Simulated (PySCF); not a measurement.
A side-by-side comparison of computed properties.

First species: CHF2CH2SH, C₂H₄F₂S.
Bonds: F1–C2, C2–F3, C2–C4, C4–S5. Hydrogens: H6 on C2; H7, H8 on C4; H9 on S5.

Second species: C3H3O5S (charge -1).
SMILES: `O=C([O-])/C=C/S(=O)(=O)O`

Levels: B3LYP/def2-SVPD for HOMO energy, LUMO energy, HOMO–LUMO gap, static isotropic polarisability and electronic spatial extent ⟨r²⟩ about the centre of nuclear charge; TDDFT B3LYP/def2-SVPD for lowest singlet excitation; PBE0-D3(BJ)/def2-SVP for rotational constant A and rotational constant C. Geometries: PBE0-D3(BJ)/def2-SVP. Each species is one conformer at its optimised geometry, gas phase, non-relativistic unless stated. Electronic properties by PySCF.

Dipoles, sizes and rotational constants follow the conformer. The torsions of the flexible species, by atom-mapped SMILES:
- `[F:1][CH:2]([F:3])[CH2:4][SH:5]`: F1–C2–C4–S5 60°, H–S5–C4–C2 -60°
- `[O:1]=[C:2]([O-:3])/[CH:4]=[CH:5]/[S:6](=[O:7])(=[O:8])[OH:9]`: O1–C2–C4–C5 143°, C4–C5–S6–O7 -8°, H–O9–S6–C5 -70°

```json
{"property": "HOMO energy", "column X": "-2.53 eV", "column Y": "-6.99 eV"}
{"property": "LUMO energy", "column X": "1.88 eV", "column Y": "-0.09 eV"}
{"property": "HOMO–LUMO gap", "column X": "4.41 eV", "column Y": "6.90 eV"}
{"property": "lowest singlet excitation", "column X": "3.37 eV", "column Y": "5.63 eV"}
{"property": "static isotropic polarisability", "column X": "86.9 au", "column Y": "49.3 au"}
{"property": "electronic spatial extent ⟨r²⟩ about the centre of nuclear charge", "column X": "1680 bohr²", "column Y": "536 bohr²"}
{"property": "rotational constant A", "column X": "3.344 GHz", "column Y": "6.617 GHz"}
{"property": "rotational constant C", "column X": "0.656 GHz", "column Y": "2.344 GHz"}
```

**Question.** Which column belongs to which species?

**Answer.** Column X is the second species and column Y the first. The first has 9 atoms and 50 electrons, the second 12 and 78; their charges are 0 and -1, their HOMO energies -6.99 eV and -2.53 eV.

**Question.** How does each property change from the first species to the second?

**Answer.** HOMO energy +4.46 eV; LUMO energy +1.97 eV; HOMO–LUMO gap -2.49 eV; lowest singlet excitation -2.26 eV; static isotropic polarisability +37.6 au; electronic spatial extent ⟨r²⟩ about the centre of nuclear charge +1144 bohr²; rotational constant A -3.273 GHz; rotational constant C -1.688 GHz.

On the first: The principal polarisabilities are 44.9, 46.1 and 56.8 au; their mean is the isotropic value. S1 lies 1.27 eV below the HOMO–LUMO gap; its leading configuration is HOMO→LUMO, weight 0.80.

On the second: S1 lies 1.04 eV below the HOMO–LUMO gap; its leading configuration is HOMO→LUMO, weight 0.64, beside HOMO−1→LUMO, weight 0.34. In wavenumbers S1 is 27200 cm⁻¹ (1 eV = 8065.54 cm⁻¹). The geometry's basis has no diffuse functions, a weakness for an anion.
